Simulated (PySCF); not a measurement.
## Telling isomers of C$_{3}$H$_{9}$F$_{3}$OSi$_{2}$ apart by NMR

Computed data (PySCF 2.14.0 with density-fitted response routines): geometry: GFN2-xTB, GIAO PBE0/pcSseg-1 shieldings. Non-relativistic, equivalent nuclei averaged, in vacuum, single conformer.

Scale: TMS for 1H (σ = 31.72 ppm) and 13C (σ = 186.93 ppm) (reference shieldings calculated alike). Splittings of carbon signals by F and P are missing where no couplings were computed. Where no couplings were computed, multiplicities follow the n + 1 count of equivalent neighbours, and m marks all less simple cases (inequivalent or close neighbours, rings, F or P nearby). Shifts are as computed. Against solution values, carbons near 30 ppm lie about +3 ppm off and those near 130 ppm about +5 ppm. Of 1309 compounds with measured shifts, 239 miss one by over three times the rms of a fit or turn the order of signals round; such compounds aren't used in these exercises.

(1) Tabulate the signals of `FC(F)O[C@@H]([SiH3])[C@H](F)[SiH3]`, `CC([SiH3])([SiH3])OC(F)(F)F`, `FCC(F)(F)OC([SiH3])[SiH3]` and their relative energies.

(2) What is the quickest way to tell CC([SiH3])([SiH3])OC(F)(F)F from FCC(F)(F)OC([SiH3])[SiH3]?

(3) What is the quickest way to tell FC(F)O[C@@H]([SiH3])[C@H](F)[SiH3] from FCC(F)(F)OC([SiH3])[SiH3]?

(4) What is the quickest way to tell FC(F)O[C@@H]([SiH3])[C@H](F)[SiH3] from CC([SiH3])([SiH3])OC(F)(F)F?

Results:

(1) 
```json
{"SMILES": "FC(F)O[C@@H]([SiH3])[C@H](F)[SiH3]", "carbon types": "3×CH", "δC": "126.4, 97.9, 74.6", "δH": "6.72 (m, 1H), 5.25 (m, 1H), 4.73 (m, 1H), 4.05 (m, 3H), 3.99 (d, 3H)", "E rel. (kcal/mol)": "13.4"}
{"SMILES": "CC([SiH3])([SiH3])OC(F)(F)F", "carbon types": "2×C 1×CH3", "δC": "132.3, 72.9, 25.6", "δH": "4.11 (s, 6H), 1.90 (s, 3H)", "E rel. (kcal/mol)": "0.0"}
{"SMILES": "FCC(F)(F)OC([SiH3])[SiH3]", "carbon types": "1×C 1×CH 1×CH2", "δC": "129.1, 86.1, 55.7", "δH": "4.74 (sept, 1H), 4.69 (m, 2H), 4.11 (d, 6H)", "E rel. (kcal/mol)": "9.4"}
```

Energies are electronic energies at PBE0/pcSseg-1 on these geometries, without zero-point or thermal terms, each for the one conformer computed, which needn't be the lowest.

(2) Both give the same number of carbon signals, but DEPT or the intensities differ. The first has a methyl carbon (CH3) at 25.6 ppm, the second an sp3 CH2 bonded to F at 86.1 ppm. Their most deshielded carbons lie at 132.3 and 129.1 ppm. In the proton spectra the most deshielded non-exchanging signals are 4.11 (s, 6H) and 4.74 (sept, 1H).

(3) Both give the same number of carbon signals, but DEPT or the intensities differ. The first has an sp3 CH bonded to 2 F and O at 126.4 ppm, the second a fully substituted sp3 carbon bonded to 2 F and O (C) at 129.1 ppm. In the proton spectra the most deshielded non-exchanging signals are 6.72 (m, 1H) and 4.74 (sept, 1H).

(4) Both give the same number of carbon signals, but DEPT or the intensities differ. The first has an sp3 CH bonded to 2 F and O at 126.4 ppm, the second a CF3 carbon (C) at 132.3 ppm. In the proton spectra the most deshielded non-exchanging signals are 6.72 (m, 1H) and 4.11 (s, 6H).
